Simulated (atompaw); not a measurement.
# Before and after: PAW (atompaw) potential for sulfur

* Element: S
* Generator: atompaw 4.2.0.5
* Type: PAW
* Functional: PBEsol
* Relativity: scalar-relativistic
* Frozen core: [Ne]
* Valence charge: 6
* Reference configuration: 3s1.75 3p4.25
* Partial waves: 3s (bound): rc 1.35 bohr; 3s channel at 0.45 Ry: rc 1.35 bohr; 3p (bound): rc 1.35 bohr; 3p channel at 0.35 Ry: rc 1.20 bohr
* Local potential: ultrasoft scheme with l = 2 at -0.5 Ry, radius 1.00 bohr
* Core correction: smooth core density matched at 1.00 bohr
* Augmentation charge: sinc compensation charge, radius 1.15 bohr; PAW radius 1.35 bohr; waves and projectors: custom rrkj vanderbiltortho

Change: wave 3p (bound): rc 1.35 bohr becomes 3p (bound): rc 1.10 bohr.

Cutoffs: the cutoffs (Ry, on a coarse ladder) from which the occupation-weighted sum of valence levels, in a spherical-Bessel basis at the reference potential, stays within 10 and 1 mRy of its value at 400 Ry; they do not see the model core or the augmentation charge, which bear on the density cutoff.

What does the change do?

The potential gets harder (18 Ry and 40 Ry → 30 Ry and 50 Ry); neither file shows a bound ghost.

```tsv
quantity	base	changed
cutoff, loose	18 Ry	30 Ry
cutoff, tight	40 Ry	50 Ry
loose cutoff by channel (10 mRy a level)	s 15 Ry, p 12 Ry	s 15 Ry, p 10 Ry
bound ghosts	none	none
s: phases at 1.36 bohr within 0.05 rad from the reference energy up to (Ry; the scan ends near 5)	3.2	3.2
p: phases at 1.36 bohr within 0.05 rad from the reference energy up to (Ry; the scan ends near 5)	to the end of the scan	to the end of the scan
lowest overlap eigenvalue by channel	s 0.43, p 0.42	s 0.43, p 0.10
```

 The cutoffs see the waves, projectors and local potential, not the compensation charge or the core.
